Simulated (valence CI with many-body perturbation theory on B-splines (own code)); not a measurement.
E1 line list for Cs⁴²⁺

Computed by valence CI with perturbative core correlation (CI+MBPT): three valence electrons over a frozen Dirac-Fock core [Ne], radial functions for each j: 11 s, 11 p, 10 d, 8 f, 5 g, 2 h, with the one-electron correlation potential Σ1, the two-electron term Σ2, the three-electron term Σ3, Breit, model QED; selected CI, second order for the rest, scaled by the run's own slope (own B-spline code, finite nucleus).

The last digits are not significant, and no measured levels were compared; by estimate large intervals hold to a few tenths of a per cent, small ones and those within an open d or f shell to about a per cent.

Lines 201 to 250 of 575 in falling wavelength, among levels below 12699 × 10³ cm⁻¹, chosen from the strongest by gf and those to the six lowest levels. Wavelengths and rates use the calculated energies. Electric multipoles are in the length gauge, E1 and E2 with the static RPA response of the core. Weak lines are less certain than strong ones. Lines between different terms over intervals too small for the method are left out, as are lines whose strength nearly cancels. The highest levels of a list are the least certain.

Levels are named by their leading jj configuration (3d3/2^4 stands for four electrons in 3d with j = 3/2), which in mixed levels can hold well under half, so a name can repeat and another be missing. Letters in brackets count levels of one name in rising energy.

| λ vac (Å) | Upper | Lower | A (s⁻¹) | log gf | Branch % |
| --- | --- | --- | --- | --- | --- |
| 68.45 | (3s 3p1/2 3d5/2) J=3/2 | (3s 3p1/2 3p3/2) J=5/2 | 2.79e+10 | -1.11 | 13.0 |
| 68.30 | (3s 3d5/2^2) J=3/2 | (3s 3p3/2 3d3/2) J=3/2 [b] | 4.63e+10 | -0.89 | 16.2 |
| 68.27 | (3p3/2 3d3/2 3d5/2) J=7/2 [c] | (3s 3d5/2^2) J=5/2 | 4.56e+10 | -0.59 | 9.2 |
| 68.20 | (3d3/2 3d5/2^2) J=9/2 | (3p3/2 3d3/2 3d5/2) J=9/2 [a] | 6.53e+10 | -0.34 | 17.2 |
| 68.08 | (3p3/2 3d3/2 3d5/2) J=5/2 [c] | (3p3/2^2 3d3/2) J=3/2 [a] | 8.25e+10 | -0.46 | 14.2 |
| 68.06 | (3d3/2 3d5/2^2) J=5/2 [b] | (3p3/2 3d3/2 3d5/2) J=5/2 [b] | 6.85e+10 | -0.54 | 15.3 |
| 67.96 | (3p3/2 3d3/2^2) J=7/2 | (3s 3d3/2 3d5/2) J=5/2 [a] | 2.20e+10 | -0.91 | 3.5 |
| 67.66 | (3d3/2 3d5/2^2) J=7/2 [b] | (3p3/2 3d3/2 3d5/2) J=7/2 [b] | 4.96e+10 | -0.57 | 12.2 |
| 67.57 | (3p3/2 3d3/2 3d5/2) J=1/2 [a] | (3s 3d3/2 3d5/2) J=1/2 | 7.58e+10 | -0.98 | 14.5 |
| 67.51 | (3p3/2 3d5/2^2) J=7/2 [b] | (3p3/2^2 3d5/2) J=7/2 | 1.11e+11 | -0.22 | 24.1 |
| 67.47 | (3p3/2^2 3d5/2) J=9/2 | (3s 3p3/2 3d5/2) J=7/2 [b] | 2.58e+11 | 0.25 | 66.9 |
| 67.45 | (3p1/2 3p3/2 3d3/2) J=5/2 [b] | (3s 3p1/2 3d5/2) J=3/2 | 2.37e+10 | -1.01 | 5.3 |
| 67.43 | (3s 3d5/2^2) J=5/2 | (3s 3p3/2 3d5/2) J=5/2 [a] | 1.44e+11 | -0.23 | 45.9 |
| 67.41 | (3p1/2 3p3/2 3d5/2) J=7/2 [a] | (3s 3p1/2 3d5/2) J=5/2 [b] | 1.71e+10 | -1.03 | 8.6 |
| 67.38 | (3p3/2 3d5/2^2) J=5/2 [a] | (3s 3d5/2^2) J=7/2 | 4.92e+10 | -0.70 | 12.7 |
| 67.38 | (3s 3p3/2 3d5/2) J=7/2 [b] | (3s 3p3/2^2) J=5/2 | 2.62e+11 | 0.15 | 82.7 |
| 67.28 | (3p1/2 3p3/2 3d5/2) J=3/2 [b] | (3p1/2 3p3/2^2) J=5/2 | 3.97e+10 | -0.97 | 10.5 |
| 67.21 | (3s 3p3/2 3d5/2) J=3/2 [a] | (3s^2 3d5/2) J=5/2 | 3.58e+10 | -1.01 | 11.4 |
| 67.20 | (3p3/2 3d3/2 3d5/2) J=3/2 [d] | (3p3/2^2 3d3/2) J=5/2 | 3.69e+10 | -1.00 | 5.5 |
| 66.93 | (3s 3d3/2 3d5/2) J=7/2 [b] | (3s 3p3/2 3d3/2) J=7/2 | 4.75e+10 | -0.59 | 15.6 |
| 66.92 | (3d5/2^3) J=3/2 | (3p3/2 3d5/2^2) J=5/2 [a] | 8.09e+10 | -0.66 | 20.1 |
| 66.84 | (3p3/2^2 3d3/2) J=3/2 [a] | (3s 3p3/2 3d3/2) J=3/2 [b] | 6.58e+10 | -0.75 | 9.4 |
| 66.83 | (3p3/2 3d5/2^2) J=5/2 [b] | (3p3/2^2 3d5/2) J=7/2 | 8.25e+10 | -0.48 | 18.4 |
| 66.80 | (3d3/2 3d5/2^2) J=11/2 | (3p3/2 3d3/2 3d5/2) J=11/2 | 1.19e+10 | -1.02 | 3.9 |
| 66.57 | (3p3/2 3d3/2 3d5/2) J=11/2 | (3s 3d3/2 3d5/2) J=9/2 | 1.81e+11 | 0.16 | 70.0 |
| 66.52 | (3p3/2^2 3d3/2) J=5/2 | (3s 3p3/2 3d3/2) J=5/2 [b] | 2.48e+10 | -1.00 | 3.5 |
| 66.48 | (3s 3d3/2 3d5/2) J=5/2 [b] | (3s 3p3/2 3d3/2) J=7/2 | 3.66e+10 | -0.84 | 7.9 |
| 66.47 | (3p3/2^2 3d3/2) J=3/2 [b] | (3s 3p3/2 3d5/2) J=1/2 | 8.65e+10 | -0.64 | 12.4 |
| 66.13 | (3s 3d3/2 3d5/2) J=7/2 [b] | (3s 3p3/2 3d3/2) J=5/2 [a] | 2.94e+10 | -0.81 | 9.6 |
| 65.95 | (3p3/2 3d5/2^2) J=3/2 [b] | (3p3/2^2 3d5/2) J=1/2 | 1.11e+11 | -0.54 | 19.3 |
| 65.86 | (3p3/2 3d3/2 3d5/2) J=7/2 [a] | (3s 3d3/2 3d5/2) J=5/2 [a] | 9.64e+10 | -0.30 | 21.7 |
| 65.85 | (3s 3d3/2 3d5/2) J=3/2 [b] | (3s 3p3/2 3d3/2) J=3/2 [a] | 5.04e+10 | -0.88 | 11.2 |
| 65.77 | (3p3/2 3d3/2^2) J=7/2 | (3s 3d3/2 3d5/2) J=7/2 [a] | 3.41e+10 | -0.75 | 5.4 |
| 65.69 | (3s 3d3/2 3d5/2) J=5/2 [b] | (3s 3p3/2 3d3/2) J=5/2 [a] | 8.38e+10 | -0.49 | 18.0 |
| 65.61 | (3p3/2 3d5/2^2) J=1/2 | (3s 3d5/2^2) J=3/2 | 1.19e+11 | -0.81 | 23.2 |
| 65.59 | (3p3/2^2 3d5/2) J=5/2 [a] | (3s 3p3/2 3d5/2) J=3/2 [b] | 1.48e+11 | -0.24 | 35.5 |
| 65.53 | (3s 3p3/2 3d5/2) J=5/2 [a] | (3s^2 3d5/2) J=5/2 | 1.36e+11 | -0.28 | 76.7 |
| 65.49 | (3p3/2 3d3/2 3d5/2) J=5/2 [b] | (3s 3d3/2 3d5/2) J=5/2 [b] | 5.45e+10 | -0.68 | 10.3 |
| 65.43 | (3p3/2^2 3d5/2) J=1/2 | (3s 3p3/2 3d5/2) J=3/2 [b] | 3.08e+11 | -0.40 | 53.6 |
| 65.43 | (3s 3d5/2^2) J=1/2 | (3s 3p3/2 3d3/2) J=3/2 [b] | 1.02e+11 | -0.88 | 29.8 |
| 65.23 | (3p3/2 3d3/2 3d5/2) J=7/2 [b] | (3s 3d3/2 3d5/2) J=5/2 [b] | 8.59e+10 | -0.36 | 20.3 |
| 65.19 | (3p3/2 3d3/2 3d5/2) J=5/2 [b] | (3s 3d3/2 3d5/2) J=3/2 [b] | 2.92e+10 | -0.95 | 5.5 |
| 65.16 | (3p3/2^2 3d3/2) J=5/2 | (3s 3p3/2 3d3/2) J=3/2 [b] | 1.12e+11 | -0.37 | 15.9 |
| 65.05 | (3p3/2 3d3/2 3d5/2) J=3/2 [b] | (3s 3d3/2 3d5/2) J=5/2 [b] | 3.94e+10 | -1.00 | 6.1 |
| 64.99 | (3p3/2 3d5/2^2) J=7/2 [a] | (3s 3d5/2^2) J=5/2 | 6.79e+10 | -0.46 | 18.3 |
| 64.90 | (3p1/2 3p3/2 3d5/2) J=3/2 [a] | (3s 3p1/2 3d5/2) J=3/2 | 1.07e+11 | -0.57 | 38.6 |
| 64.86 | (3s 3p1/2 3d5/2) J=5/2 [b] | (3s 3p1/2 3p3/2) J=3/2 [a] | 1.21e+10 | -1.34 | 14.3 |
| 64.81 | (3p3/2 3d3/2 3d5/2) J=7/2 [b] | (3s 3d3/2 3d5/2) J=7/2 [b] | 1.01e+11 | -0.30 | 23.8 |
| 64.79 | (3s 3d5/2^2) J=9/2 | (3s 3p3/2 3d5/2) J=9/2 | 1.01e+11 | -0.20 | 44.1 |
| 64.75 | (3p3/2 3d3/2 3d5/2) J=3/2 [b] | (3s 3d3/2 3d5/2) J=3/2 [b] | 9.44e+10 | -0.62 | 14.6 |
